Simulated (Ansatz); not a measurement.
```yaml
crystal:
  periodic: [false, false, false]
  atoms:
    - {symbol: Si, position_ang: [-0.709163, -0.704510, 2.142902]}
    - {symbol: Si, position_ang: [2.139293, -0.713119, -0.710753]}
    - {symbol: Si, position_ang: [-0.706033, 2.141636, -0.709952]}
    - {symbol: Si, position_ang: [-2.140510, 0.711400, 0.707758]}
    - {symbol: Si, position_ang: [0.707934, 0.706020, -2.142739]}
    - {symbol: Si, position_ang: [0.707619, -2.140266, 0.712997]}
    - {symbol: H, position_ang: [-1.582345, -1.575338, 3.114180]}
    - {symbol: H, position_ang: [0.216825, 0.222245, 3.008241]}
    - {symbol: H, position_ang: [3.105014, -1.589895, -1.584166]}
    - {symbol: H, position_ang: [3.010584, 0.212065, 0.211224]}
    - {symbol: H, position_ang: [-1.576888, 3.113723, -1.582195]}
    - {symbol: H, position_ang: [0.221866, 3.006038, 0.215768]}
    - {symbol: H, position_ang: [-3.006012, -0.215470, -0.217969]}
    - {symbol: H, position_ang: [-3.111580, 1.584984, 1.578401]}
    - {symbol: H, position_ang: [-0.220276, -0.218526, -3.008063]}
    - {symbol: H, position_ang: [1.581516, 1.576425, -3.114034]}
    - {symbol: H, position_ang: [-0.219134, -3.009671, -0.209188]}
    - {symbol: H, position_ang: [1.581290, -3.107740, 1.587578]}
basis:
  gaussian: {orbitals: aug-cc-pVDZ}
hamiltonian: {xc: {name: revPBE}, dispersion: d3bj}
```

```sh
$ ansatz run in.yaml --threads 4 --pin off --events-out ev --progress --plain --max-ram 4787MiB
```

Shortened log:

```
Functional definition: revPBE
2754 factors; their error is unknown
mean field evaluation 1: about -47449.1160 eV, gradient 2.1e1 eV
mean field evaluation 2: about -47450.8392 eV, gradient 1.1e1 eV
mean field evaluation 4: about -47451.3893 eV, gradient 9.6e-1 eV
mean field evaluation 8: about -47451.1973 eV, gradient 1.3e-1 eV
mean field -47451.19736690 eV, -1743.7993396569 hartree, gradient 3.4e-5 eV, S^2 0.000000; 0 other end points of the search recorded, 0 dependent functions left out
reference -47451.19757788 eV, -1743.7993474101 hartree; 48, 48 occupied and 222, 222 virtual orbitals, 2754 factors
Total energy: -47452.57718991 eV, -1743.8500472172 hartree
```

Hardware: 4 threads of AMD EPYC 7B13 on a shared host. Wall time 5.5 s, peak host memory 0.71 GiB.
